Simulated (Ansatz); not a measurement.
C5H11O2, charge +1, singlet, at a GFN2-xTB geometry; CCSD(T)/STO-3G in Ansatz (a first-principles code).

The Ansatz input:
Ansatz 0.2 input:
```yaml
crystal:
  periodic: [false, false, false]
  atoms:
    - {symbol: C, position_ang: [-1.11122537, -0.17288140, -1.33380704]}
    - {symbol: C, position_ang: [-0.57010329, -0.16996179, 0.11985602]}
    - {symbol: C, position_ang: [-1.33695232, 0.85239256, 0.95921364]}
    - {symbol: C, position_ang: [-0.66467270, -1.57567562, 0.71383606]}
    - {symbol: C, position_ang: [0.85397347, 0.24309092, -0.06574510]}
    - {symbol: O, position_ang: [1.12576377, 1.48989089, -0.06054431]}
    - {symbol: O, position_ang: [1.72292858, -0.66688557, -0.27850548]}
    - {symbol: H, position_ang: [-0.58137629, -0.88998833, -1.95530409]}
    - {symbol: H, position_ang: [-2.15651977, -0.46659898, -1.29127586]}
    - {symbol: H, position_ang: [-1.05348344, 0.81511820, -1.78298812]}
    - {symbol: H, position_ang: [-2.37751648, 0.54998635, 1.02278069]}
    - {symbol: H, position_ang: [-1.29552996, 1.84341474, 0.51740807]}
    - {symbol: H, position_ang: [-0.93703627, 0.90152611, 1.96819509]}
    - {symbol: H, position_ang: [-0.24418740, -1.60083190, 1.71530987]}
    - {symbol: H, position_ang: [-1.70924784, -1.86359540, 0.77886709]}
    - {symbol: H, position_ang: [-0.14692126, -2.30500824, 0.09817355]}
    - {symbol: H, position_ang: [2.03860318, 1.78475263, -0.24831249]}
    - {symbol: H, position_ang: [2.64755800, -0.41460576, -0.47057695]}
basis:
  gaussian:
    orbitals: STO-3G
total_charge: 1
magnetization: {spin_polarized: false}
correlation: {method: ccsd_t}
```

The log (banner, timings and long lists left out):

```
Functional definition: HF
660 factors; integrals over basis functions are off by at most 3.6e-5 eV
mean field evaluation 1: about -9274.3698 eV, gradient 2.9e1 eV
mean field evaluation 2: about -9274.7962 eV, gradient 3.0e1 eV
mean field evaluation 4: about -9277.4847 eV, gradient 2.1e0 eV
mean field evaluation 8: about -9277.5011 eV, gradient 3.4e-2 eV
mean field evaluation 16: about -9277.0626 eV, gradient 2.8e-1 eV
mean field -9277.50106829 eV, -340.9418757435 hartree, gradient 2.6e-6 eV, S^2 0.000000; 0 other end points of the search recorded, 0 dependent functions left out
7 core orbitals not correlated
reference -9277.50106829 eV, -340.9418757435 hartree; 21, 21 occupied and 18, 18 virtual orbitals, 660 factors
second order -9.58154818 eV of doubles, -0.00000000 eV of singles
cycle   1  -11.05567489 eV  change    -1.5e0 eV  update   1.2e-1
cycle   2  -11.79078846 eV  change   -7.4e-1 eV  update   3.9e-2
cycle   3  -11.97639759 eV  change   -1.9e-1 eV  update   1.7e-2
cycle   4  -11.98348213 eV  change   -7.1e-3 eV  update   3.8e-3
cycle   5  -11.98109042 eV  change    2.4e-3 eV  update   1.0e-3
cycle   6  -11.98041212 eV  change    6.8e-4 eV  update   3.3e-4
cycle   7  -11.98026374 eV  change    1.5e-4 eV  update   1.1e-4
cycle   8  -11.98026837 eV  change   -4.6e-6 eV  update   3.6e-5
perturbative correction -0.26863331 eV, -0.0098720920 hartree
Total energy: -9289.74996996 eV, -341.3920145775 hartree
```
